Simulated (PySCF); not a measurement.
C6H10O. Atoms are numbered in the order given.

```xyz
17

O      2.2961    -0.3425     0.0000
C      1.1570     0.0638     0.0000
C      0.3892     0.3443    -1.2825
C     -1.0124    -0.2840    -1.2611
C     -1.7850     0.1114     0.0000
C     -1.0124    -0.2840     1.2611
C      0.3892     0.3443     1.2825
H      0.2939     1.4425    -1.3690
H      0.9945    -0.0081    -2.1301
H     -1.5667     0.0107    -2.1666
H     -0.9155    -1.3836    -1.2965
H     -2.7802    -0.3620     0.0000
H     -1.9555     1.2037     0.0000
H     -1.5667     0.0107     2.1666
H     -0.9155    -1.3836     1.2965
H      0.9945    -0.0081     2.1301
H      0.2939     1.4425     1.3690
```
Charge 0, spin multiplicity 1.

Coordinates come from a ωB97X-D3(BJ)/def2-SVP optimisation. The values are those of a single conformer.

These are KT2/pcSseg-1 run with PySCF values and carry that method's errors.

GIAO shieldings, no solvent; atoms listed in one row are averaged. δ = σ(ref) − σ: ¹⁷O against H2O (σ = 330.4 ppm); ¹³C against TMS (σ = 185.1 ppm); ¹H against TMS (σ = 31.47 ppm), references at their B3LYP-D3(BJ)/def2-TZVP geometries, non-relativistic.

Question: Estimate the chemical shifts. (Estimate from the structure and the level; the computed values follow.)

Answer: 
```csv
nucleus,atoms,count,δ (ppm)
¹⁷O,O1,1,631.2
¹³C,C2,1,199.2
¹³C,"C3, C7",2,47.0
¹³C,"C4, C6",2,34.5
¹³C,C5,1,32.1
¹H,"H17, H8",2,2.51
¹H,"H16, H9",2,2.43
¹H,"H10, H14",2,2.39
¹H,H12,1,2.07
¹H,"H15, H11",2,1.96
¹H,H13,1,1.77
```
